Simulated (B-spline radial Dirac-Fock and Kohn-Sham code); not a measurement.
Binding energies of Er⁺ at several levels of theory

System: erbium as Er⁺, [Xe] 4f12 5d1 (not the ground configuration).

The density-functional columns are spherical, spin-unpolarised Dirac-Kohn-Sham results without Breit or QED terms: −ε is minus the orbital energy of the initial state and ΔSCF the difference of two total energies. The reference in the last column comes from Dirac-Fock energy differences between relaxed states, corrected for Breit and QED terms. All numbers are from a B-spline atomic structure program, in eV; a selection of levels is shown. For the 1s level of heavy atoms much of the gap between ΔSCF and the reference is the Breit and QED part, -263.5 eV here; for other levels the error of the functional can be larger.

| level | PBE −ε | PBE ΔSCF | Dirac-Fock |
| --- | --- | --- | --- |
| K | 57299.2 | 57792.7 | 57487.3 |
| L1 | 9625.1 | 9711.4 | 9762.4 |
| L2 | 9169.0 | 9280.5 | 9268.8 |
| L3 | 8252.1 | 8350.2 | 8362.4 |
| M1 | 2160.5 | 2183.1 | 2227.9 |
| M2 | 1960.1 | 1984.6 | 2012.9 |
| M3 | 1767.6 | 1789.8 | 1819.7 |
| M4 | 1424.5 | 1451.8 | 1456.7 |
| M5 | 1382.4 | 1408.9 | 1415.5 |
| N1 | 430.2 | 439.4 | 462.1 |
| N2 | 350.1 | 359.2 | 375.4 |
| N3 | 306.8 | 315.6 | 332.3 |
| N4 | 174.8 | 183.5 | 189.3 |
| N5 | 167.0 | 175.5 | 181.5 |
| N6,7 | 8.19 | 15.60 | 10.38 |
| O1 | 56.77 | 63.04 | 64.70 |
| O2 | 35.27 | 41.15 | 39.28 |
| O3 | 29.97 | 35.60 | 34.03 |
| O4,5 | 5.72 | 9.42 | 8.45 |

Values without a named source are computed, but for edge energies of neutral atoms, which are taken from tables.
